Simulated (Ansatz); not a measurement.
# A relaxation, step by step

SiH5BrO, closed shell, PBE0-D4/def2-TZVP (Ansatz 0.2.0). Settings:

```yaml
hamiltonian: {xc: pbe0, dispersion: d4}
relax: {f_tol: 0.005, max_steps: 200}
```

Start, a step off a saddle point along its unstable mode:

Si1  (-0.724, -0.057, -0.029)
Br2  (2.210, -0.284, -0.520)
H3  (-0.649, -1.290, -0.844)
H4  (-2.058, 0.558, 0.058)
O5  (-0.204, -0.096, 1.493)
H6  (0.852, 0.574, -0.865)
H7  (-0.121, 0.999, -0.967)
H8  (0.694, -0.405, 1.675)
(Å)

```json
{"step": "1", "energy less the last (meV)": "714.5", "largest force component (eV/Å)": "1.262"}
{"step": "2", "energy less the last (meV)": "455.4", "largest force component (eV/Å)": "1.518"}
{"step": "3", "energy less the last (meV)": "231.2", "largest force component (eV/Å)": "0.849"}
{"step": "4", "energy less the last (meV)": "77.4", "largest force component (eV/Å)": "0.683"}
{"step": "5", "energy less the last (meV)": "54.0", "largest force component (eV/Å)": "0.277"}
{"step": "6", "energy less the last (meV)": "23.5", "largest force component (eV/Å)": "0.139"}
{"step": "7 (rejected trial)", "energy less the last (meV)": "29.3", "largest force component (eV/Å)": "0.237"}
{"step": "8", "energy less the last (meV)": "11.8", "largest force component (eV/Å)": "0.082"}
{"step": "9", "energy less the last (meV)": "6.7", "largest force component (eV/Å)": "0.048"}
{"step": "10 (rejected trial)", "energy less the last (meV)": "8.2", "largest force component (eV/Å)": "0.340"}
{"step": "11", "energy less the last (meV)": "3.1", "largest force component (eV/Å)": "0.039"}
{"step": "12", "energy less the last (meV)": "2.2", "largest force component (eV/Å)": "0.126"}
{"step": "13", "energy less the last (meV)": "0.7", "largest force component (eV/Å)": "0.035"}
{"step": "14", "energy less the last (meV)": "0.4", "largest force component (eV/Å)": "0.017"}
{"step": "15", "energy less the last (meV)": "0.1", "largest force component (eV/Å)": "0.011"}
{"step": "16", "energy less the last (meV)": "0.1", "largest force component (eV/Å)": "0.022"}
{"step": "17", "energy less the last (meV)": "0.0", "largest force component (eV/Å)": "0.007"}
{"step": "18", "energy less the last (meV)": "0.0", "largest force component (eV/Å)": "0.003"}
```

Step 2, positions (Å) and forces (eV/Å):

```
atom       x       y       z      Fx      Fy      Fz
 Si1  -0.800  -0.043  -0.020  -0.710   0.263  -0.423
 Br2   2.388  -0.243  -0.592  -0.836   0.551  -0.180
  H3  -0.730  -1.279  -0.823  -0.009  -0.091   0.091
  H4  -2.160   0.525   0.088  -0.090  -0.082  -0.008
  O5  -0.237  -0.085   1.492   0.357  -0.062   0.308
  H6   0.975   0.519  -0.838   1.518  -0.565   0.075
  H7  -0.104   0.994  -0.944  -0.145  -0.053   0.241
  H8   0.667  -0.388   1.637  -0.086   0.040  -0.103
```

Step 6, positions (Å) and forces (eV/Å):

```tsv
atom	x	y	z	Fx	Fy	Fz
Si1	-1.015	0.005	-0.001	0.018	-0.113	0.055
Br2	2.847	-0.181	-0.687	-0.048	-0.003	0.044
H3	-0.954	-1.298	-0.721	-0.044	0.056	-0.006
H4	-2.405	0.467	0.171	-0.074	-0.049	0.065
O5	-0.334	-0.094	1.490	-0.061	0.034	0.019
H6	1.598	0.457	-0.957	0.027	0.032	-0.043
H7	-0.317	1.017	-0.840	0.139	0.068	-0.130
H8	0.581	-0.374	1.544	0.043	-0.024	-0.003
```

Step 11, positions (Å) and forces (eV/Å):

| atom | x | y | z | Fx | Fy | Fz |
| --- | --- | --- | --- | --- | --- | --- |
| Si1 | -1.035 | -0.001 | -0.007 | -0.039 | -0.004 | 0.002 |
| Br2 | 2.785 | -0.216 | -0.479 | -0.005 | -0.002 | 0.011 |
| H3 | -1.049 | -1.304 | -0.725 | -0.001 | -0.004 | -0.002 |
| H4 | -2.417 | 0.451 | 0.268 | 0.008 | 0.005 | -0.001 |
| O5 | -0.274 | -0.094 | 1.445 | -0.001 | -0.005 | 0.000 |
| H6 | 1.716 | 0.552 | -1.028 | 0.008 | 0.006 | -0.004 |
| H7 | -0.370 | 0.990 | -0.911 | 0.005 | 0.001 | -0.004 |
| H8 | 0.643 | -0.378 | 1.437 | 0.024 | 0.003 | -0.002 |

Last step (18):

Si1  (-1.088, -0.028, -0.010)
Br2  (2.848, -0.167, -0.364)
H3  (-1.235, -1.343, -0.690)
H4  (-2.420, 0.517, 0.340)
O5  (-0.242, -0.135, 1.393)
H6  (1.874, 0.644, -1.016)
H7  (-0.419, 0.897, -0.977)
H8  (0.683, -0.386, 1.325)
(Å)

Hardware: 4 CPU threads of an Arm Neoverse V2, shared host. Wall time about 35 s.
